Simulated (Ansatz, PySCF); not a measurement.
Complex: NH3 (SMILES N) (first 4 atoms) with H2S (SMILES S); geometry from B3LYP-D3(BJ)/def2-TZVP, rigid monomers moved along the line of their centres of mass till N1···H7 is 1.94 Å.
(charge 0, multiplicity 1):
| atom | x (Å) | y (Å) | z (Å) |
|---|---|---|---|
| N | 0.0062 | 0.1635 | 0.3251 |
| H | -0.7772 | -0.4607 | 0.1701 |
| H | -0.1930 | 1.0317 | -0.1588 |
| H | 0.8211 | -0.2526 | -0.1111 |
| S | 0.6277 | 0.7742 | 3.5011 |
| H | -0.3436 | -0.0357 | 3.9510 |
| H | 0.3495 | 0.5049 | 2.1997 |

Counterpoise-corrected where a basis set is named; no monomer relaxation.

Cores are frozen in the correlated methods. CBS: X⁻³ extrapolation of the correlation energy, Hartree–Fock from the larger set.

Codes used: Ansatz (Gaussian basis) for Hartree–Fock, density functionals and correlated methods; PySCF for the dispersion terms. 

PBE/def2-TZVPPD gives -158.6 meV for the interaction energy.

Problem. Where do these levels fall relative to PBE: PBE-D3(BJ)/def2-TZVPPD, r2SCAN/def2-TZVPPD, PBE0/def2-TZVPPD, wB97M-V/def2-TZVPPD, MP2/CBS(aug-cc-pV(D+d)Z, aug-cc-pV(T+d)Z), CCSD(T)/CBS(aug-cc-pV(D+d)Z, aug-cc-pV(T+d)Z).

Solution. PBE-D3(BJ)/def2-TZVPPD -34.8; r2SCAN/def2-TZVPPD 10.9; PBE0/def2-TZVPPD 16.0; wB97M-V/def2-TZVPPD 49.7; MP2/CBS(aug-cc-pV(D+d)Z, aug-cc-pV(T+d)Z) 21.8; CCSD(T)/CBS(aug-cc-pV(D+d)Z, aug-cc-pV(T+d)Z) 40.6 meV. 5 of 6 lie above PBE; the widest gap is to wB97M-V/def2-TZVPPD.

Ansatz is a quantum-chemistry and plane-wave program.
